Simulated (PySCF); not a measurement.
**What settings do to a single point of La(BH4)3**

The sound run of La(BH4)3 (singlet) uses PySCF 2.14.0, RKS PBE, La lcecp-1-SVP with ECP46, B def2-SVP, H def2-SVP; non-relativistic Hamiltonian with scalar-relativistic core potentials where named; density fitting; no spin-orbit coupling, grid (50, 194), threshold 1e-8 Eh and 55 cycles, at the relaxed geometry:

```xyz
16

La    0.0000    0.0000    0.0000
B     2.6050    0.0115    0.0000
H     3.8188   -0.0064    0.0000
H     2.1061   -0.5818    1.0008
H     2.1061   -0.5818   -1.0008
H     2.1291    1.1744    0.0000
B    -1.3124    2.2502    0.0000
H    -1.9038    3.3104    0.0000
H    -0.5492    2.1149    1.0008
H    -0.5492    2.1149   -1.0008
H    -2.0816    1.2566    0.0000
B    -1.2925   -2.2617    0.0000
H    -1.9150   -3.3040    0.0000
H    -1.5570   -1.5331    1.0008
H    -1.5570   -1.5331   -1.0008
H    -0.0474   -2.4310    0.0000
```

There La1 has a Mulliken charge of 0.62 e and the dipole about the centre of mass is 0.00 D. Each run below changes one thing and starts from free metal ions and neutral atoms unless it says otherwise; with 55 cycles, smearing, a level shift and second-order steps follow where DIIS fails, and their cycles count. Energy shifts count from the sound run. On f atoms grids over 110 angular points are at least (60, 302).

| change | outcome | cycles | energy shift (eV) | largest force component (eV/Å) | charge on La1 (e) | dipole about the centre of mass (D) |
| --- | --- | --- | --- | --- | --- | --- |
| grid (40, 110) | converged | 8 | -0.0332 | 0.04 | 0.62 | 0.01 |
| cycle limit 8 | converged | 8 | 0.0000 | 0.01 | 0.62 | 0.00 |
| start from a density of up to 30 smeared cycles (not counted) | converged | 7 | 0.0000 | 0.01 | 0.62 | 0.00 |
| spin (2S) set to 12, limit 98 cycles | not converged | 28 | – | – | – | – |

Task: How does the run with this change end: threshold 0.0001?

Result: outcome converged, cycles 6, energy shift (eV) 0.0000, largest force component (eV/Å) 0.01, charge on La1 (e) 0.62, dipole about the centre of mass (D) 0.00.

Forces carry noise of the integration grid, about 0.01 to 0.03 eV/Å.

A frequency check found unstable modes (3, the lowest at -36 cm⁻¹), so the relaxed geometry is a saddle point, or these are noise.
